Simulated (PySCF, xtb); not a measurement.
Cu(OH)(PH3) (CuH₄OP), SMILES [OH][Cu]<-[PH3], multiplicity 1. Other conformers were not sampled.

Harmonic wavenumbers (cm⁻¹) from GFN2-xTB (xtb) at its own minimum, in rising order: 30, 95, 106, 296, 374, 383, 549, 696, 1089, 1112, 1116, 2374, 2393, 2405, 3665.

### Question
What does PySCF 2.14.0 with PBE-D3(BJ)/def2-SVP give at its own minimum? (The exact figures need the calculation; the answer reports its results.)

### Answer
56, 117, 117, 343, 452, 468, 642, 702, 993, 1064, 1075, 2332, 2338, 2365, 3712. Paired by order, the mean absolute difference is 49 cm⁻¹ and the zero-point energies are 23.8 and 24.0 kcal/mol.
